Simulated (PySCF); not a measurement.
A structure optimised at PBE-D3(BJ)/def2-SVP, used in a PySCF frequency run:

```
Sn
C 1 2.1557
H 2 1.1054 1 107.92
H 2 1.1054 3 110.98 1 118.06
H 2 1.1054 3 110.98 4 123.89
Br 1 2.5090 2 111.07 3 60.00
Br 1 2.5090 2 111.07 3 -60.00
Br 1 2.5090 2 111.07 3 180.00
```

Q: Write its SMILES, formula and point group.

A: [CH3][Sn]([Br])([Br])[Br], CH3Br3Sn, C3v

Q: What are its rotational constants (standard atomic weights)?

A: 0.60245, 0.60245, 0.38363 GHz
